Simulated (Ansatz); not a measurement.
One change: `[NH2][Ti]([NH2])([OH])[F]` becomes `[NH2][Ti]([NH2])([NH2])[OH]`.

Ansatz, PBE0-D4/def2-TZVP geometries, multiplicity 1. Each molecule was computed in one conformer, which needn't be the lowest.

Scalar relativity is left out up to krypton.

| property | `[NH2][Ti]([NH2])([OH])[F]` |
| --- | --- |
| HOMO energy (ωB97M-V/def2-TZVPP) / eV | -9.84 |
| ideal-gas entropy at 298 K and 1 bar (rigid rotor, harmonic PBE0-D4/def2-TZVP) / J/(mol·K) | 367 |
| HOMO–LUMO gap (ωB97M-V/def2-TZVPP) / eV | 10.79 |
| HOMO energy (PBE0/def2-TZVPP) / eV | -7.47 |
| zero-point energy (PBE0-D4/def2-TZVP) / kJ/mol | 171.1 |
| LUMO energy (ωB97M-V/def2-TZVPP) / eV | 0.95 |

(1) What does the change do to each property? (Estimate.)

## Answers

(1) Computed: 
| property | `[NH2][Ti]([NH2])([NH2])[OH]` | shift |
| --- | --- | --- |
| HOMO energy (ωB97M-V/def2-TZVPP) / eV | -9.23 | 0.61 |
| ideal-gas entropy at 298 K and 1 bar (rigid rotor, harmonic PBE0-D4/def2-TZVP) / J/(mol·K) | 385 | 18 |
| HOMO–LUMO gap (ωB97M-V/def2-TZVPP) / eV | 10.41 | -0.38 |
| HOMO energy (PBE0/def2-TZVPP) / eV | -6.87 | 0.60 |
| zero-point energy (PBE0-D4/def2-TZVP) / kJ/mol | 229.7 | 58.6 |
| LUMO energy (ωB97M-V/def2-TZVPP) / eV | 1.18 | 0.23 |

The zero-point energy changes by 58.6 kJ/mol with +6 modes.

Positive LUMOs are unbound, so they and the gaps depend on the basis.
